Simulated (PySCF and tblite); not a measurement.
Values are calculated unless marked as measured or tabulated.
Stationary points of C6H10N2 at PBE0-D3(BJ)/def2-SVP, in Å:

Structure A

```
 1 C    -1.759    0.973   -0.855
 2 C    -1.750    0.027    0.335
 3 C    -0.666   -1.053    0.254
 4 C     0.728   -0.511    0.263
 5 C     1.439    0.059    1.351
 6 N     2.649    0.468    0.998
 7 N     2.735    0.181   -0.295
 8 C     1.619   -0.405   -0.791
 9 H    -0.796    1.497   -0.953
10 H    -2.547    1.734   -0.758
11 H    -1.937    0.427   -1.796
12 H    -2.733   -0.466    0.428
13 H    -1.610    0.604    1.266
14 H    -0.791   -1.750    1.099
15 H    -0.818   -1.651   -0.660
16 H     1.106    0.176    2.383
17 H     3.587    0.398   -0.795
18 H     1.536   -0.703   -1.834
```

Structure B

```
 1 C    -1.793    0.930   -0.875
 2 C    -1.727    0.045    0.359
 3 C    -0.633   -1.027    0.297
 4 C     0.752   -0.467    0.228
 5 C     1.531    0.025    1.280
 6 N     2.662    0.582    0.822
 7 N     2.675    0.395   -0.585
 8 C     1.551   -0.265   -0.901
 9 H    -0.850    1.478   -1.029
10 H    -2.600    1.673   -0.791
11 H    -1.983    0.335   -1.784
12 H    -2.697   -0.458    0.508
13 H    -1.565    0.669    1.255
14 H    -0.715   -1.677    1.183
15 H    -0.805   -1.673   -0.580
16 H     1.315    0.022    2.350
17 H     3.529   -0.040    0.199
18 H     1.351   -0.548   -1.935
```

Structure C

```
 1 C    -1.803    0.927   -0.906
 2 C    -1.727    0.078    0.352
 3 C    -0.669   -1.029    0.291
 4 C     0.734   -0.526    0.154
 5 C     1.589   -0.092    1.154
 6 N     2.728    0.306    0.539
 7 N     2.692    0.168   -0.780
 8 C     1.490   -0.332   -1.030
 9 H    -0.844    1.428   -1.109
10 H    -2.576    1.705   -0.820
11 H    -2.048    0.312   -1.788
12 H    -2.709   -0.386    0.547
13 H    -1.516    0.724    1.222
14 H    -0.748   -1.652    1.197
15 H    -0.893   -1.696   -0.559
16 H     1.470   -0.045    2.235
17 H     3.564    0.669    0.977
18 H     1.192   -0.550   -2.056
```

Geometries: PBE0-D3(BJ)/def2-SVP; energies: PBE0/pcSseg-1 + D3(BJ); zero-point and thermal terms from GFN2-xTB harmonic modes (soft modes blended into free rotors).

Q: Which structure is a saddle point, and along which motion?

A: B: one imaginary mode (1574i cm⁻¹ at GFN2-xTB, mostly on H17), along the shift of hydrogen on N7 from N7 to N6.

Q: Give their symmetry and energies above the lowest.

A: A C1, 0.0 kcal/mol; B C1, 50.1 kcal/mol; C C1, 0.2 kcal/mol.

Tunnelling of the moving H, left out here, will speed the real process. In real samples such hydrogens mostly exchange between molecules or through solvent, far faster than by this path.
